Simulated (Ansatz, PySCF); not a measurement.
C₄H₄, SMILES C1=CC=C1. Atoms are numbered in the order given.

```xyz
8

C      0.0000     0.6680     0.7839
C      0.0000     0.6680    -0.7839
C      0.0000    -0.6680     0.7839
C      0.0000    -0.6680    -0.7839
H      0.0000     1.4411     1.5536
H      0.0000     1.4411    -1.5536
H      0.0000    -1.4411     1.5536
H      0.0000    -1.4411    -1.5536
```
Charge 0, spin multiplicity 1.

The structure is a stationary point at PBE0-D3(BJ)/def2-SVP.

Two levels are set side by side: PBE-D3(BJ)/def2-SVP (Ansatz, a program for electronic structure) and PBE0-D3(BJ)/def2-SVP (Ansatz). Each level has its own optimised geometry; the coordinates shown are those of the second. Frequencies come from the Hessian of PySCF at each geometry. Differences are taken from unrounded values.

```csv
quantity,PBE0-D3(BJ)
mean bond length (Å),1.271
bond C1–C2 (Å),1.568
bond C1–C3 (Å),1.336
bond C2–C4 (Å),1.336
bond C3–C4 (Å),1.568
bond C1–H5 (Å),1.091
bond C2–H6 (Å),1.091
bond C3–H7 (Å),1.091
bond C4–H8 (Å),1.091
highest harmonic wavenumber (cm⁻¹),3275
mean harmonic wavenumber (cm⁻¹),1506
zero-point energy (kcal/mol),38.75
```

### Question
What does PBE-D3(BJ) give, and how far is it from PBE0-D3(BJ)? (Estimate from the structure and the level; the computed values follow.)

### Answer

```
quantity                            PBE-D3(BJ)  PBE-D3(BJ) minus PBE0-D3(BJ)
----------------------------------  ----------  ----------------------------
mean bond length (Å)                     1.281                         0.010
bond C1–C2 (Å)                           1.580                         0.013
bond C1–C3 (Å)                           1.347                         0.011
bond C2–C4 (Å)                           1.347                         0.011
bond C3–C4 (Å)                           1.580                         0.013
bond C1–H5 (Å)                           1.099                         0.008
bond C2–H6 (Å)                           1.099                         0.008
bond C3–H7 (Å)                           1.099                         0.008
bond C4–H8 (Å)                           1.099                         0.008
highest harmonic wavenumber (cm⁻¹)        3179                           -95
mean harmonic wavenumber (cm⁻¹)           1450                           -56
zero-point energy (kcal/mol)             37.32                         -1.43
```

GGA bonds tend to be longer and softer than those of functionals with exact exchange. Differences between two approximate levels are no errors against the true value.
